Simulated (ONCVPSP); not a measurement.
# tellurium (Te), ONCV: configuration errors across variants

* Element: tellurium
* Generator: ONCVPSP 4.0.1
* Type: optimised norm-conserving Vanderbilt (ONCV)
* Functional: PBE
* Relativity: scalar-relativistic
* Frozen core: [Ar] 3d10
* Valence charge: 24
* Reference configuration: 4s2 4p6 4d10 5s2 5p4
* Partial waves: 4s+5s: rc 1.25 bohr, ncon 5, nbas 10, qcut 9.9 1/bohr, 2 projectors; 4p+5p: rc 1.30 bohr, ncon 5, nbas 8, qcut 13.2 1/bohr, 2 projectors; 4d: rc 1.20 bohr, ncon 3, nbas 6, qcut 12.7 1/bohr, 2 projectors, debl 2.8 Ha
* Local potential: polynomial inside 0.80 bohr (lpopt 5, dvloc0 0 Ha)
* Core correction: Teter function fitted to the true core (icmod 2), fcfact 0.5

All-electron excitation energies from the reference (eV): (1) 4s2 4p6 4d10 5s2 5p3 9.729; (2) 4s2 4p6 4d10 5s2 5p2 27.654; (3) 4s2 4p6 4d10 5s2 5p1 54.552; (4) 4s2 4p6 4d10 5s0 5p6 18.702.

2 further variants failed, have other tests or too few solved ones, and are left out.

Errors AE − PS in meV (a dash: test not solved or not reliable):

```json
{"change": "base", "(1)": "-4.8", "(2)": "-8.7", "(3)": "-15", "(4)": "-6.5", "bound ghosts": "none", "GHOST(+) flags above zero": "s"}
{"change": "p: qcut 8.1", "(1)": "-4.9", "(2)": "-9.0", "(3)": "-16", "(4)": "-5.3", "bound ghosts": "none", "GHOST(+) flags above zero": "s"}
{"change": "p: qcut 13.4", "(1)": "-4.8", "(2)": "-8.7", "(3)": "-15", "(4)": "-6.6", "bound ghosts": "none", "GHOST(+) flags above zero": "s"}
{"change": "p: qcut 14.5", "(1)": "-4.8", "(2)": "-8.6", "(3)": "-15", "(4)": "-7.0", "bound ghosts": "none", "GHOST(+) flags above zero": "s"}
```

(1) Give the same row for: p: qcut 11.1.

Results:

(1) -4.8, -8.8, -15, -5.8; bound ghosts: none; GHOST(+) flags above zero: s.
